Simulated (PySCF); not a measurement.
**Spinor energies of Pb(2+) (lead, charge +2)**

Start: [Xe] 4f14 5d9 6s2 6p1; 5d3/2 filled at m_j = -3/2, -1/2, +1/2, +3/2; 5d5/2 filled at m_j = -3/2, -1/2, +1/2, +3/2, +5/2; 6p3/2 filled at m_j = +3/2. Calculated with PySCF 2.14 in x2c-SVPall-2c with one added diffuse shell each of s, p type (8s12p7d2f, 93 functions): generalised Hartree-Fock with the X2C-1e Hamiltonian and a Gaussian nucleus; one run each with spin-orbit coupling (SO) switched off, then screened by Boettger's factors. This is a chosen level, not necessarily the ground level.

```json
{"spinor shell": "1s1/2", "electrons": "2", "ε, spin-free (eV)": "-88528.7", "ε, screened SO (eV)": "-88490.0", "weight of nominal j (screened SO)": "1.000", "rms radius, screened SO (bohr)": "0.0181"}
{"spinor shell": "2s1/2", "electrons": "2", "ε, spin-free (eV)": "-16015.0", "ε, screened SO (eV)": "-16002.7", "weight of nominal j (screened SO)": "1.000", "rms radius, screened SO (bohr)": "0.0730"}
{"spinor shell": "2p1/2", "electrons": "2", "ε, spin-free (eV)": "-13761.4", "ε, screened SO (eV)": "-15346.3", "weight of nominal j (screened SO)": "1.000", "rms radius, screened SO (bohr)": "0.0617"}
{"spinor shell": "2p3/2", "electrons": "4", "ε, spin-free (eV)": "-13761.4", "ε, screened SO (eV)": "-13150.9", "weight of nominal j (screened SO)": "1.000", "rms radius, screened SO (bohr)": "0.0700"}
{"spinor shell": "3s1/2", "electrons": "2", "ε, spin-free (eV)": "-3937.3", "ε, screened SO (eV)": "-3933.3", "weight of nominal j (screened SO)": "1.000", "rms radius, screened SO (bohr)": "0.186"}
{"spinor shell": "3p1/2", "electrons": "2", "ε, spin-free (eV)": "-3281.3", "ε, screened SO (eV)": "-3637.8", "weight of nominal j (screened SO)": "1.000", "rms radius, screened SO (bohr)": "0.178"}
{"spinor shell": "3p3/2", "electrons": "4", "ε, spin-free (eV)": "-3281.3", "ε, screened SO (eV)": "-3140.9", "weight of nominal j (screened SO)": "1.000", "rms radius, screened SO (bohr)": "0.195"}
{"spinor shell": "3d3/2", "electrons": "4", "ε, spin-free (eV)": "-2598.5", "ε, screened SO (eV)": "-2659.3", "weight of nominal j (screened SO)": "1.000", "rms radius, screened SO (bohr)": "0.171"}
{"spinor shell": "3d5/2", "electrons": "6", "ε, spin-free (eV)": "-2598.5", "ε, screened SO (eV)": "-2554.6", "weight of nominal j (screened SO)": "1.000", "rms radius, screened SO (bohr)": "0.175"}
{"spinor shell": "4s1/2", "electrons": "2", "ε, spin-free (eV)": "-950.56", "ε, screened SO (eV)": "-949.42", "weight of nominal j (screened SO)": "1.000", "rms radius, screened SO (bohr)": "0.408"}
{"spinor shell": "4p1/2", "electrons": "2", "ε, spin-free (eV)": "-731.80", "ε, screened SO (eV)": "-820.09", "weight of nominal j (screened SO)": "1.000", "rms radius, screened SO (bohr)": "0.412"}
{"spinor shell": "4p3/2", "electrons": "4", "ε, spin-free (eV)": "-731.80", "ε, screened SO (eV)": "-696.91", "weight of nominal j (screened SO)": "1.000", "rms radius, screened SO (bohr)": "0.446"}
{"spinor shell": "4d3/2", "electrons": "4", "ε, spin-free (eV)": "-472.17", "ε, screened SO (eV)": "-485.46", "weight of nominal j (screened SO)": "1.000", "rms radius, screened SO (bohr)": "0.459"}
{"spinor shell": "4d5/2", "electrons": "6", "ε, spin-free (eV)": "-472.17", "ε, screened SO (eV)": "-462.39", "weight of nominal j (screened SO)": "1.000", "rms radius, screened SO (bohr)": "0.464"}
{"spinor shell": "5s1/2", "electrons": "2", "ε, spin-free (eV)": "-191.16", "ε, screened SO (eV)": "-191.14", "weight of nominal j (screened SO)": "1.000", "rms radius, screened SO (bohr)": "0.912"}
{"spinor shell": "4f5/2", "electrons": "6", "ε, spin-free (eV)": "-184.27", "ε, screened SO (eV)": "-186.67", "weight of nominal j (screened SO)": "0.999", "rms radius, screened SO (bohr)": "0.494"}
{"spinor shell": "4f7/2", "electrons": "8", "ε, spin-free (eV)": "-184.27", "ε, screened SO (eV)": "-181.68", "weight of nominal j (screened SO)": "0.999", "rms radius, screened SO (bohr)": "0.496"}
{"spinor shell": "5p1/2", "electrons": "2", "ε, spin-free (eV)": "-127.30", "ε, screened SO (eV)": "-144.83", "weight of nominal j (screened SO)": "0.999", "rms radius, screened SO (bohr)": "0.976"}
{"spinor shell": "5p3/2", "electrons": "4", "ε, spin-free (eV)": "-127.30", "ε, screened SO (eV)": "-120.63", "weight of nominal j (screened SO)": "1.000", "rms radius, screened SO (bohr)": "1.06"}
{"spinor shell": "5d3/2", "electrons": "4", "ε, spin-free (eV)": "-51.807", "ε, screened SO (eV)": "-53.541", "weight of nominal j (screened SO)": "0.972", "rms radius, screened SO (bohr)": "1.34"}
{"spinor shell": "5d5/2", "electrons": "5", "ε, spin-free (eV)": "-51.807", "ε, screened SO (eV)": "-50.780", "weight of nominal j (screened SO)": "0.977", "rms radius, screened SO (bohr)": "1.36"}
{"spinor shell": "6s1/2", "electrons": "2", "ε, spin-free (eV)": "-33.396", "ε, screened SO (eV)": "-33.505", "weight of nominal j (screened SO)": "0.999", "rms radius, screened SO (bohr)": "2.29"}
{"spinor shell": "6p3/2", "electrons": "1", "ε, spin-free (eV)": "-23.237", "ε, screened SO (eV)": "-22.510", "weight of nominal j (screened SO)": "1.000", "rms radius, screened SO (bohr)": "2.91"}
```

| quantity | spin-free | screened SO |
| --- | --- | --- |
| E (hartree) | -20862.94793 | -20900.64492 |
| M_J | 4 | 4 |
| ⟨J²⟩ | 20.009 | 20.009 |
| ⟨L²⟩ | 12.007 | 12.188 |
| ⟨S²⟩ | 2.002 | 2.185 |

Each row is a mean over spinors that exchange with the open shell spreads, by up to 6.001 eV (5p3/2).

Breit and QED terms are absent; they matter most for the inner s and p1/2 levels.

Densities and radii are taken from the X2C orbitals without a picture-change correction, which distorts them close to the nucleus.

Without spin-orbit coupling the j labels of p, d and f shells carry no meaning; the spin-free column gives the mean over the occupied spinors of each nl shell.
